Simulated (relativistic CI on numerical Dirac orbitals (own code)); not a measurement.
## Nb2+: L2,3 absorption edge

Computed with this model: Dirac-Coulomb-Breit CI, orbitals from a KLI potential per configuration, model QED (radiative potential, 1s self-energy scaled to tabulated hydrogen-like ionisation energies), multiplet model of core-to-valence dipole absorption, unscaled Slater integrals; configurations [Kr] 4d3 → [He] 2s2 2p5 3s2 3p6 3d10 4s2 4p6 4d4; 300 K; Lorentzian 1.6 eV and Gaussian 0.5 eV FWHM. Energies are those of the free ion, without screening or charge transfer. The branching ratio is the share of the lower-energy edge in the whole absorption, uncertain by about 0.02 where the edges overlap. S is read from ⟨S²⟩ = S(S + 1).

Field parameters in Wybourne normalisation: Oh B⁴₀ = 21Dq, B⁴₄ = √(5/14) B⁴₀. The field is a parameter set, without covalency.

Computed curve for Oh, 10Dq = 10650 cm⁻¹, scaled to 100 at the maximum (points under 2 are left out and the grid is thinned):

| Energy (eV) | Intensity |
| --- | --- |
| 2365.50 | 2.1 |
| 2366.25 | 2.7 |
| 2366.75 | 3.1 |
| 2367.50 | 4.2 |
| 2368.00 | 5.3 |
| 2368.75 | 7.8 |
| 2369.25 | 10.6 |
| 2370.00 | 18.9 |
| 2370.50 | 30.5 |
| 2371.25 | 64.3 |
| 2371.75 | 91.3 |
| 2372.50 | 97.5 |
| 2373.00 | 86.9 |
| 2373.75 | 57.2 |
| 2374.50 | 28.8 |
| 2375.00 | 18.8 |
| 2375.75 | 11.4 |
| 2376.25 | 9.0 |
| 2377.00 | 6.6 |
| 2377.50 | 5.4 |
| 2378.25 | 3.8 |
| 2378.75 | 3.0 |
| 2379.50 | 2.3 |
| 2461.75 | 2.1 |
| 2462.50 | 3.0 |
| 2463.00 | 4.0 |
| 2463.75 | 6.7 |
| 2464.50 | 13.6 |
| 2465.00 | 23.0 |
| 2465.75 | 38.3 |
| 2466.25 | 41.3 |
| 2467.00 | 34.9 |
| 2467.50 | 29.6 |
| 2468.25 | 19.6 |
| 2468.75 | 12.9 |
| 2469.50 | 6.8 |
| 2470.00 | 4.8 |
| 2470.75 | 3.5 |
| 2471.25 | 3.0 |
| 2472.00 | 2.2 |

The ground state has S = 1.50, and the centroid lies at 2401.44 eV.
